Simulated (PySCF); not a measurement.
OV, SMILES [O]=[V] (connectivity only; charge and spin as stated), neutral, multiplicity 4.

The structure is a stationary point at PBE-D3(BJ)/def2-TZVPD. The multiplicity is an assumed one; other spin states were not compared.

The numbers are results of PBE-D3(BJ)/def2-TZVPD run with PySCF 2.14.0, not measurements.

Frequencies are harmonic and unscaled.

```
mode  ν (cm⁻¹)  IR (km/mol)  moving atoms (share of kinetic energy)
----  --------  -----------  --------------------------------------
1         1024        182.6                          O 76 %, V 24 %
```
